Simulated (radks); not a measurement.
Valence configurations of Sn2+ (all share [Kr]). Method: scalar-relativistic Kohn-Sham, BLYP, spin-polarised, spherical densities, finite nucleus; open shells are filled with parallel spins first (spin-orbit coupling, left out, can overturn this in heavy ions); Fermi nuclear charge, rms radius 4.6519 fm; computed with a radial shooting solver on a logarithmic mesh with Libxc functionals. Energies are relative to 4d10 5s2; eigenvalues in eV for spin up.

valence           E (eV)  moment (Bohr magnetons)    e(4d)    e(5p)    e(5s)
4d10 5s2           0.000                        0  -43.005        -  -26.150
4d8 5s2 5p2       57.366                        4  -56.535  -22.173  -31.881
4d9 5s2 5p1       26.887                        2  -49.806  -20.140  -29.142
4d10 5s1 5p1       7.627                        2  -44.481  -19.160  -27.639
4d7 5s2 5p3       91.464                        6  -63.221  -24.066  -34.445
4d10 5s1.5 5p0.5   3.962                        1  -43.775  -18.572  -26.946
4d9.5 5s2 5p0.5   12.998                        1  -46.417  -19.047  -27.685
4d6 5s2 5p4       131.63                        6  -70.058  -25.588  -36.627
4d10 5p2          16.155                        2  -45.797  -19.837        -
4d8.5 5s2 5p1.5   41.674                        3  -53.178  -21.178  -30.537

NIST lists [Kr] 4d10 5s2 as the ground configuration; this level of theory agrees among the configurations tried. The energies are those of spherical high-spin densities, not of single terms.
